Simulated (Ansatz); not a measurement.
A set of 12 reactions (ligand exchange), with CCSD(T)/CBS values in kJ/mol:

```tsv
reaction	ΔE
`O[SiH2][SiH2][SnH3]` + H₂S → `S[SiH2][SnH3]` + `O[SiH3]`	-49.6
`CNB(N)O` + HCl → `NB(O)Cl` + CH₃NH₂	-9.7
`N#C[Si](F)(F)Cl` + HI → `F[Si](F)(Cl)I` + `C#N`	-51.3
`C[SiH2]B1N[SiH2]1` + `O[SiH3]` → `[SiH3]OB1N[SiH2]1` + `C[SiH3]`	-112.5
`C[O][Sn][NH2]` + HCl → `C[O][Sn][Cl]` + NH₃	-105.3
`O=CB(O)[SiH3]` + `N[SiH3]` → `OB([SiH3])N[SiH3]` + `C=O`	-112.2
`[CH3][Mg][CH3]` + HCl → `[CH3][Mg][Cl]` + CH₄	-226.5
`OCBO[SiH3]` + H–F → `OCBF` + `O[SiH3]`	-4.8
`[TeH][SiH]1CO1` + HBr → `Br[SiH]1CO1` + H₂Te	-30.1
`[CH3][GeH]([Cl])[CH]=O` + HCl → `[CH3][GeH]([Cl])[Cl]` + `C=O`	-96.8
`O=[CH][GeH2][AlH2]` + CH₃OH → `C[O][GeH2][AlH2]` + `C=O`	-31.9
`[CH3][SnH2][SiH2]O` + `N[Si](O)(F)F` → `O[SiH2]N[Si](O)(F)F` + `[CH3][SnH3]`	-57.4
```

Gas-phase electronic energies from Ansatz, PBE0-D4/def2-TZVP geometries. CBS: MP2 limit from def2 TZ/QZ plus the TZ coupled-cluster correction, frozen cores. This one scheme is used for every species. Functionals use def2-TZVPP. B3LYP here is the variant with VWN-RPA as its local correlation; programs differ in this. def2 core potentials past Kr. For Br, Ge, I, Mg, Sn, Te outer-core shells are correlated without core-valence functions, which leaves a few kJ/mol of doubt a bond. Scalar relativity is left out up to krypton. Each species was taken in one conformer, which may not be the lowest.

(1) Give the mean, mean absolute and largest difference (level minus CCSD(T)/CBS, kJ/mol) for: PBE-D4, B3LYP-D4, ωB97X-V, B2PLYP, PBE, r2SCAN, HF/def2-TZVPP, MP2/def2-TZVPP, SCS-MP2/def2-TZVPP, CCSD/def2-TZVPP, MP2/def2-QZVPP, HF/CBS(def2), MP2/CBS(def2), CCSD/CBS(def2). (Estimate.)

The largest T1 diagnostic in the set is 0.017, for `C[O][Sn][NH2]` (customary mark 0.02).

CCSD(T)/CBS is a level of theory with its own doubt, and the functionals carry their triple-zeta basis error, so these figures describe this set and don't rank the functionals.

Results:

(1) Computed: 
```tsv
level	mean	mean absolute	largest
PBE-D4	3.9	6.9	12.2
B3LYP-D4	-2.2	3.3	-7.9
ωB97X-V	-2.7	3.6	-8.2
B2PLYP	-3.0	4.3	-8.3
PBE	3.7	7.9	16.1
r2SCAN	-2.2	4.1	-12.6
HF/def2-TZVPP	-13.1	14.9	-29.3
MP2/def2-TZVPP	-2.7	3.8	-7.6
SCS-MP2/def2-TZVPP	-3.6	5.6	-9.5
CCSD/def2-TZVPP	-1.0	4.0	11.8
MP2/def2-QZVPP	-3.0	3.5	-8.4
HF/CBS(def2)	-13.4	15.1	-30.3
MP2/CBS(def2)	-3.1	3.9	-8.9
CCSD/CBS(def2)	-1.3	1.6	-3.4
```
